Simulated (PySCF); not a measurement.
# Electron correlation in Pb²⁺ (lead, charge +2)

[Xe] 4f14 5d10 6s2, closed-shell 1S. Computed with PySCF 2.14 in aug-cc-pwCVDZ-PP with ECP60MDF (6s5p4d1f, 48 functions), with a scalar-relativistic core potential. Frozen: 5s2 5p6 5d10; 2 electrons correlated.

With two correlated electrons CCSD is exact within the correlated space (frozen core and kept virtual orbitals).

```csv
level,correlation energy (mhartree)
CCSD,-27.13
```

Diagnostics: T1 = 0.0023, D1 = 0.0032, largest double amplitude 0.078.

Cost of the coupled-cluster step: of the order of 0.2 core-seconds, for 2 correlated electrons.
